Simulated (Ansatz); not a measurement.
System: sum formula CaO2H2, net charge 0, singlet state. 
Coordinates optimised at B3LYP-D3(BJ)/def2-TZVP (Ansatz, an electronic-structure program):
SMILES: [Ca]([OH])[OH]
```xyz
5

Ca     0.0000     0.0000     0.0000
O      0.0000     0.0000     2.0388
O      0.0000     0.0000    -2.0388
H      0.0000     0.0000     2.9939
H      0.0000     0.0000    -2.9939
```
Charge 0, spin multiplicity 1.

Parts of the frozen-core correlation energy in STO-3G (Ansatz, hartree). Frozen orbitals: 11; correlated occupied orbitals by spin: 8 and 8; virtual: 6 and 6. No spin-orbit coupling. No relativistic terms.

```tsv
term	value
reference (HF)	-818.66922
MP2 opposite-spin	-0.07328
MP2 same-spin	-0.01927
CCSD correlation	-0.10621
(T)	-0.01437
FCI minus CCSD(T)	0.00009
T1 diagnostic	0.036
largest doubles amplitude	0.050
```
